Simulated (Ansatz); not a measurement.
Cost and result for the atomization energy of GaH$_{6}$NOSi (`[NH2][GaH][O][SiH3]`) (10 atoms, 9 bonds).

```json
{"atom": "N1", "x (Å)": "-1.158", "y (Å)": "-1.037", "z (Å)": "2.002"}
{"atom": "Ga2", "x (Å)": "0.167", "y (Å)": "-0.869", "z (Å)": "0.794"}
{"atom": "O3", "x (Å)": "-0.149", "y (Å)": "0.448", "z (Å)": "-0.370"}
{"atom": "Si4", "x (Å)": "0.542", "y (Å)": "1.161", "z (Å)": "-1.656"}
{"atom": "H5", "x (Å)": "-1.172", "y (Å)": "-1.717", "z (Å)": "2.741"}
{"atom": "H6", "x (Å)": "-1.971", "y (Å)": "-0.446", "z (Å)": "2.001"}
{"atom": "H7", "x (Å)": "1.456", "y (Å)": "-1.722", "z (Å)": "0.706"}
{"atom": "H8", "x (Å)": "0.769", "y (Å)": "2.606", "z (Å)": "-1.382"}
{"atom": "H9", "x (Å)": "1.857", "y (Å)": "0.538", "z (Å)": "-1.988"}
{"atom": "H10", "x (Å)": "-0.342", "y (Å)": "1.040", "z (Å)": "-2.848"}
```

Total charge 0; spin multiplicity 1. Correlated methods include outer-core shells of Ga, which these sets cover unevenly. Scalar relativity is left out up to krypton. The structure was optimised at the PBE0-D4/def2-TZVP level. It is one conformer, not always the lowest. Program: Ansatz. All runs use 4 threads of an Arm Neoverse V2 on a shared host. Times are those of one run each, without the atoms' runs, and a repeat can differ threefold. Electronic energies, without spin–orbit coupling; frozen cores. CCSD(T)/CBS adds CCSD(T) − MP2 in def2-TZVPP to the MP2 limit, and its time is that of the two runs behind it. T1 = 0.013. With those shells the extrapolation isn't a true limit. HSE06 is the plane-wave form, built on full-range PBE exchange.

CCSD(T)/CBS is a level of theory with its own doubt, some kJ/mol a heavy atom from the limit and from the frozen cores, so smaller differences don't rank the functionals.

```tsv
level	functions	wall time	atomization (kcal/mol)	difference from CCSD(T)/CBS	per bond
LDA (SPW92)/def2-TZVPP	236	1.1 s	860.9	93.1	10.3
revPBE-D4/def2-TZVPP	236	1.8 s	742.4	-25.4	-2.8
PBE-D4/def2-TZVPP (with forces)	236	2.1 s	760.6	-7.2	-0.8
BHLYP-D4/def2-TZVPP	236	2.9 s	741.4	-26.4	-2.9
HSE06-D4/def2-TZVPP	236	3 s	750.0	-17.8	-2.0
r2SCAN-D4/def2-TZVPP (with forces)	236	3.9 s	760.5	-7.3	-0.8
PBE-QIDH/def2-TZVPP	236	4.9 s	751.6	-16.2	-1.8
CCSD(T)/def2-SVP	108	5.5 s	707.7	-60.1	-6.7
ωB97X-V/def2-TZVPP	236	7 s	768.1	0.3	0.0
ωB97M-V/def2-TZVPP (with forces)	236	10 s	762.6	-5.2	-0.6
MP2/def2-QZVPP	453	18 s	767.9	0.1	0.0
CCSD(T)/def2-TZVPP	236	2.1 min	746.7	-21.1	-2.3
CCSD(T)/CBS(def2)	–	2.4 min	767.8	0.0	0.0
```

From PBE to PBE0 (25 % exact exchange), in def2-TZVPP and without D4, the atomization energy moves by −10.4 kcal/mol: exact exchange takes away binding that semilocal exchange gives to molecules. At CCSD(T), def2-SVP lies −60.1 kcal/mol from the extrapolated value and def2-TZVPP −21.1 kcal/mol: correlation converges slowly with the basis, and small sets miss more of it in the bonded molecule than in its fragments. In def2-TZVPP, CCSD(T) changes the Hartree–Fock value by +204.5 kcal/mol (the triples alone add +9.9 kcal/mol) and MP2 by +212.8 kcal/mol; breaking electron pairs costs correlation energy, which Hartree–Fock lacks.
